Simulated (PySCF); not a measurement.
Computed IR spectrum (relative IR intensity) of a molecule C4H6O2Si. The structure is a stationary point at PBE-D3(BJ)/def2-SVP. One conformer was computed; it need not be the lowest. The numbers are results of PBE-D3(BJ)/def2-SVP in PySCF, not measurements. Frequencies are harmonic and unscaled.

ν (cm⁻¹): 140 (w), 264 (s), 317 (w), 370 (vw), 481 (w), 578 (w), 621 (m), 635 (w), 720 (m), 867 (vs), 884 (vs), 897 (m), 924 (s), 1024 (m), 1045 (w), 1125 (m), 1185 (w), 1216 (m), 1282 (m), 1443 (s), 1488 (w), 1619 (s), 2154 (s), 2156 (s), 2192 (s), 3737 (s) (against the strongest line: vs over 80 %, s over 45 %, m over 15 %, w over 4 %, vw less)

Task: Which molecule gave these data?
A) Oc1ccoc1[SiH3]
B) C=C1C(=O)C[Si@@H]1O
C) O=C1CC(=O)C1[SiH3]
D) C=C=C1C[Si@@H](O)O1

Result: A, Oc1ccoc1[SiH3]
